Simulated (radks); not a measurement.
The numbers below are computed, except where a source is named.
Problem. All-electron atom: Cr4+ in [Ar] 3d2. Level of theory: scalar-relativistic Kohn-Sham, PBEsol, spin-polarised, spherical densities, finite nucleus; open shells are filled with parallel spins first; Fermi nuclear charge, rms radius 3.6452 fm (a radial shooting solver on a logarithmic mesh with Libxc functionals). Some entries of the table are withheld. Estimate them.

orbital  occ.  eigenvalue (eV)  <r^2> (bohr^2)  r(max) (bohr)
1s down     1        -5935.385        0.005441        0.04164
1s up       1        -5935.378        0.005441        0.04164
2s up       1        -729.7015          0.1018         0.2438
2s down     1        -728.6127          0.1016         0.2437
2p up       3        -623.3807         0.08336         0.1979
2p down     3        -622.5470         0.08310         0.1978
3s up       1        -133.6444          0.8797         0.7681
3s down     1        -131.0670          0.8835         0.7688
3p up       3        -104.4310             (1)         0.7828
3p down     3        -101.8946             (2)         0.7839
3d up       2              (3)             (4)         0.7622
3d down     0              (5)             (6)         0.7667

Solution. 
(1) 3p up <r^2> (bohr^2): 0.9792
(2) 3p down <r^2> (bohr^2): 0.9863
(3) 3d up eigenvalue (eV): -59.0422
(4) 3d up <r^2> (bohr^2): 1.256
(5) 3d down eigenvalue (eV): -56.5556
(6) 3d down <r^2> (bohr^2): 1.289
